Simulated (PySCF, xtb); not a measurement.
C2H10FNSi2, SMILES NC[SiH2]C[SiH2]F. One conformer was computed; it need not be the lowest.

Harmonic wavenumbers (cm⁻¹) from GFN2-xTB run with xtb 6.7.1 at its own minimum, in rising order: 35, 46, 71, 92, 146, 240, 253, 285, 434, 475, 559, 576, 643, 694, 706, 713, 743, 769, 777, 782, 803, 846, 950, 1015, 1082, 1104, 1138, 1244, 1333, 1450, 1486, 1579, 2171, 2280, 2300, 2333, 2811, 2959, 2973, 2988, 3373, 3415.

### Question
What does PBE-D3(BJ)/def2-SVP (PySCF) give at its own minimum? (Estimate from the structure and the level; the computed values follow.)

### Answer
41, 52, 80, 111, 139, 266, 272, 286, 447, 504, 575, 631, 667, 712, 734, 759, 779, 814, 830, 867, 894, 919, 926, 988, 1024, 1060, 1075, 1219, 1291, 1325, 1410, 1586, 2138, 2169, 2178, 2187, 2843, 2981, 2987, 3048, 3403, 3484. Paired by order, the mean absolute difference is 44 cm⁻¹ and the zero-point energies are 72.4 and 72.5 kcal/mol.
